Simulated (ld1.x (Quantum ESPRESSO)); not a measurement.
Before and after: RRKJ potential for Ti (Z = 22)

Ti (Z = 22), norm-conserving RRKJ (Kleinman–Bylander form), made with ld1.x (Quantum ESPRESSO) 7.5 (PBE, scalar-relativistic). Core [Ne] 3s2, reference 3p6 3d2 4s2 4p0. Waves: 4s (bound): rc 2.75 bohr; 3p (bound): rc 1.25 bohr; 3d (bound): rc 2.60 bohr. Local part: all-electron potential smoothed inside 1.35 bohr (lloc = -1). Core correction: Bessel-smoothed model core, default radius (core density twice the valence density). rho0 = 0.02.

All-electron outer shells of the reference configuration (PBE, scalar-relativistic, ld1.x):

```tsv
shell	level (eV)	outermost node (bohr)	outermost maximum (bohr)
2p	-444.26	–	0.22
3s	-62.63	0.40	0.87
3p	-38.86	0.37	0.90
4s	-4.47	1.24	2.92
3d	-4.26	–	0.98
4p	-1.47	1.39	3.80
```

Change: all radii but the core radius scaled by about 1.14 (s 3.12, p 1.42, d 2.96 bohr); local potential all-electron potential smoothed inside 1.54 bohr (lloc = -1).

Cutoffs: the cutoffs (Ry, on a coarse ladder) from which the occupation-weighted sum of valence levels, in a spherical-Bessel basis at the reference potential, stays within 10 and 1 mRy of its value at 400 Ry; they do not see the model core or the augmentation charge, which bear on the density cutoff. Errors are all-electron minus pseudo energies relative to the spin-unpolarised reference configuration.

**Question.** What does the change do?

**Answer.** The potential gets softer (80 Ry and 100 Ry → 40 Ry and 70 Ry); both files keep a bound ghost (s); of the 7 tests that both files solve, the error grows in 4 and shrinks in 3 by more than 15 % and 0.3 meV (median size 54.3 → 29.3 meV). A larger radius leaves more room for a smooth pseudo-wave, so fewer plane waves are needed.

| quantity | base | changed |
| --- | --- | --- |
| cutoff, loose | 80 Ry | 40 Ry |
| cutoff, tight | 100 Ry | 70 Ry |
| loose cutoff by channel (10 mRy a level) | s 15 Ry, p 50 Ry, d 21 Ry | s 12 Ry, p 35 Ry, d 18 Ry |
| bound ghosts | s | s |
| error for 3p6 3d2 4s1 4p0, meV [ΔE 7.35 eV] | -2.0 | -6.8 |
| error for 3p6 3d2 4s0 4p0, meV [ΔE 20.92 eV] | -33 | -87 |
| error for 3p6 3d1 4s0 4p0, meV [ΔE 47.87 eV] | +338 | +480 |
| error for 3p6 3d1 4s2 4p1, meV [ΔE 4.67 eV] | +279 | +510 |
| error for 3p6 3d2 4s0 4p2, meV [ΔE 6.29 eV] | -63 | -19 |
| error for 3p6 3d2 4s1 4p1, meV [ΔE 3.08 eV] | -25 | -3.6 |
| error for 3p6 3d2 4s0 4p1, meV [ΔE 11.12 eV] | -54 | -29 |

 A true bound ghost makes a file unfit for plane-wave use even where its test errors are small: the radial tests pick states by their node count and pass the ghost by.
